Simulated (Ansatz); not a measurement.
A nudged elastic band was laid between two geometries of FH$_{2}$SbSe (5 atoms, charge 0, multiplicity 1).

These are results of RKS PBE0/def2-SVP (Ansatz 0.2.0), not measurements.

```yaml
movable_images: 9
climbing_image: yes
spring: 5.0 eV/Å²
optimiser: quadratic models (default)
start_path: IDPP
force_threshold: 0.05 eV/Å
iteration_limit: 51
end_points: relaxed
```

Image 0:

```xyz
5
Properties=species:S:1:pos:R:3
F -1.517 -0.400 1.299
Sb -1.103 0.176 -0.514
Se 1.136 1.349 -0.125
H -0.334 -1.316 -0.904
H 1.868 0.117 0.202
```

Image 10:

```xyz
5
Properties=species:S:1:pos:R:3
F -1.604 -0.552 1.187
Sb -0.884 0.195 -0.460
Se 1.617 0.105 0.024
H -0.738 -1.341 -1.226
H 1.659 1.519 0.433
```

Problem. What changes between the two ends?

Solution. No bond is made or broken. The dihedral F1–Sb2–Se3–H5 goes from 68 to -98°.

Problem. What energy profile does the band end with?

Solution. It converged. The highest image is number 5 of 0 to 10, 0.162 eV above the first end and 0.215 eV above the last; the last end lies 0.053 eV below the first. A vibrational analysis at the climbing image gives one clearly imaginary mode, 242i cm⁻¹: a first-order saddle point.

| image | path coordinate (Å) | energy (eV) | dihedral F1–Sb2–Se3–H5 (°) |
| --- | --- | --- | --- |
| 0 | 0.00 | 0.000 | 68 |
| 1 | 0.32 | 0.015 | 52 |
| 2 | 0.63 | 0.051 | 37 |
| 3 | 0.95 | 0.097 | 20 |
| 4 | 1.27 | 0.141 | 3 |
| 5 | 1.58 | 0.162 | -15 |
| 6 | 1.87 | 0.144 | -32 |
| 7 | 2.16 | 0.092 | -48 |
| 8 | 2.45 | 0.025 | -65 |
| 9 | 2.74 | -0.031 | -81 |
| 10 | 3.03 | -0.053 | -98 |

Problem. What is the geometry of the highest image?

Solution. 
```xyz
5
Properties=species:S:1:pos:R:3:forces:R:3
F -1.018 -0.547 1.285 0.01 0.00 0.01
Sb -1.032 0.362 -0.434 -0.03 0.00 -0.02
Se 1.525 0.767 -0.484 0.01 0.00 0.01
H -0.947 -1.098 -1.360 0.00 0.00 0.01
H 1.522 0.442 0.952 0.01 0.00 0.00
```

Problem. What are the harmonic wavenumbers there?

Solution. 242i, 136, 240, 572, 613, 633, 651, 1910, 2454 cm⁻¹.

The run took 3.4 min on 1 thread of Arm Neoverse V2, on a shared host, peak memory 0.19 GiB.
